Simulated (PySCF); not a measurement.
A structure optimised at B3LYP-D3(BJ)/def2-SVP, used in a PySCF frequency run:

```xyz
9

Co     0.0000     0.0000     0.0000
O      2.1054     2.1054     0.0266
C      1.3086     1.3086     0.0141
O     -2.1054    -2.1054     0.0266
C     -1.3086    -1.3086     0.0141
O      2.1054    -2.1054    -0.0266
C      1.3086    -1.3086    -0.0141
O     -2.1054     2.1054    -0.0266
C     -1.3086     1.3086    -0.0141
```
Charge +1, spin multiplicity 1.

Task: Write its SMILES, formula and point group.

Result: [O+]#[C-]->[Co+](<-[C-]#[O+])(<-[C-]#[O+])<-[C-]#[O+], C₄CoO₄, D2d

Task: What are its rotational constants (standard atomic weights)?

Result: 1.3808, 1.3808, 0.69051 GHz
